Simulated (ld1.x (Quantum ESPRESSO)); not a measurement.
# Configuration tests for titanium (Ti) (ultrasoft)

```json
{
 "Element": "titanium (Ti)",
 "Generator": "ld1.x (Quantum ESPRESSO) 7.5",
 "Type": "ultrasoft",
 "Functional": "PBEsol",
 "Relativity": "scalar-relativistic",
 "Frozen core": "[Ar]",
 "Valence charge": "4",
 "Reference configuration": "3d2 4s0 4p0 (charge +2)",
 "Partial waves": "4s (bound, empty): rcut 2.35, rcutus 3.92 bohr; 4s channel at 3.05 Ry: rcut 2.35, rcutus 3.92 bohr; 4p (bound, empty): rcut 2.70, rcutus 2.95 bohr; 4p channel at 0.3 Ry: rcut 2.70, rcutus 2.95 bohr; 3d (bound): rcut 2.10, rcutus 2.40 bohr; 3d channel at 0.4 Ry: rcut 2.10, rcutus 2.40 bohr",
 "Local potential": "all-electron potential smoothed inside 2.65 bohr (lloc = -1)",
 "Core correction": "a·sin(br)/r model core, default radius (core density twice the valence density)",
 "Augmentation charge": "PSQ, radius 2.35 bohr"
}
```

Energies are relative to the spin-unpolarised reference configuration 3d2 4s0 4p0; without spin polarisation the order of configurations can differ from experiment.

```json
{"valence configuration": "3d2 4s2 4p0", "charge": "0", "ΔE all-electron (eV)": "-20.830", "error AE − PS (meV)": "-8.3"}
{"valence configuration": "3d2 4s1 4p0", "charge": "+1", "ΔE all-electron (eV)": "-13.471", "error AE − PS (meV)": "-4.7"}
{"valence configuration": "3d1 4s0 4p0", "charge": "+3", "ΔE all-electron (eV)": "26.896", "error AE − PS (meV)": "-601"}
{"valence configuration": "3d1 4s2 4p1", "charge": "0", "ΔE all-electron (eV)": "-16.133", "error AE − PS (meV)": "-31"}
{"valence configuration": "3d2 4s1 4p1", "charge": "0", "ΔE all-electron (eV)": "-17.737", "error AE − PS (meV)": "+2.9"}
```

Q: What are ΔE and the potential's error for 3d1 4s2 4p0?

A: ΔE = -11.067 eV all-electron; the error (AE − PS) is +44 meV.

Q: What are ΔE and the potential's error for 3d2 4s0 4p1?

A: ΔE = -9.692 eV all-electron; the error (AE − PS) is -1.0 meV.

Levels in the configuration 3d2 4s0 4p1:

```json
{"level": "3d", "all-electron (eV)": "-12.479", "pseudo (eV)": "-12.446"}
{"level": "4p", "all-electron (eV)": "-7.208", "pseudo (eV)": "-7.207"}
```
